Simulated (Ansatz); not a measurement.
Ansatz (an electronic-structure program) input:

Ansatz 0.2 input:
```yaml
crystal:
  periodic: [false, false, false]
  atoms:
    - {symbol: F, position_ang: [-0.30715198, 2.25654453, -0.01728395]}
    - {symbol: Ga, position_ang: [-0.07144937, 0.52491504, -0.00402057]}
    - {symbol: Br, position_ang: [-1.91539544, -0.79273893, 0.03651502]}
    - {symbol: Br, position_ang: [2.05766111, -0.25244013, -0.02850950]}
basis:
  gaussian:
    orbitals: def2-TZVPD
hamiltonian:
  xc: {name: B97M-V}
output: {forces: true}
```

What final total energy does it print?

-7171.88335 Eh (B97M-V/def2-TZVPD). The basis has 208 functions.
